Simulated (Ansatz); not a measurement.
Z-matrix (Å, degrees):
```
Sn
F 1 1.924
Br 1 2.483 2 104.4
H 1 1.741 2 103.8 3 -114.2
```

Total charge 0; spin multiplicity 2. Sn: def2 effective core potential.

(1) List the r2SCAN/def2-TZVPP orbital energies in eV (Ansatz). (An estimate is asked.)

Results:

(1) Ansatz gave: α occupied: -13122.12, -1695.34, -1526.10, -1526.04, -1526.04, -665.32, -234.99, -175.21, -175.02, -175.00, -138.42, -93.29, -93.21, -93.17, -69.05, -69.00, -68.99, -68.84, -68.84, -30.25, -27.69, -27.62, -27.57, -27.52, -27.09, -20.08, -13.54, -10.42, -10.02, -9.74, -9.01, -8.04, -7.82, -6.53. α empty: -1.56, -1.40, -0.04, 2.59, 2.98, 3.09, 3.80, 4.27. β occupied: -13122.11, -1695.33, -1526.08, -1526.03, -1526.03, -665.24, -234.97, -175.19, -175.00, -174.99, -138.38, -93.24, -93.18, -93.14, -69.02, -68.97, -68.96, -68.83, -68.83, -30.13, -27.59, -27.50, -27.48, -27.43, -26.97, -19.92, -13.08, -10.08, -9.87, -9.56, -8.69, -7.87, -7.75. β empty: -4.89, -1.16, -0.98, 0.77, 2.67, 2.87, 3.41, 4.04. ⟨S²⟩ = 0.756.
